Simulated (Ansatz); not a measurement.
GeH₂, relaxed as a singlet with RKS r2SCAN-D4/def2-TZVP in Ansatz, starting from the GFN2-xTB geometry. Force threshold 0.02 eV/Å.

Start:

```xyz
3

Ge    0.060    0.653   -0.424
H     0.690   -0.827   -0.455
H    -0.750    0.173    0.879
```

**Question.** Estimate the energy that the relaxation releases and the steps that it takes.

**Answer.** 1.1 kJ/mol, in 4 steps; 0.95 s on 4 threads of Intel Xeon 6975P-C on a shared host. No frequencies were taken in this run, so the end may be a saddle point.

**Question.** Does the start keep its bonding and symmetry?

**Answer.** By distances, no bond broke or formed. The bond that changes most is Ge1–H2, from 1.61 to 1.59 Å (atoms count from 1). Point group C2v at the start, C2v at the end, both within 0.05 Å.

**Question.** Predict the relaxed structure.

**Answer.** 
```
atom   x (Å)   y (Å)   z (Å)
 Ge1   0.058   0.626  -0.407
  H2   0.708  -0.824  -0.479
  H3  -0.766   0.198   0.886
```
Bond lengths: 2 × Ge–H 1.59 Å.
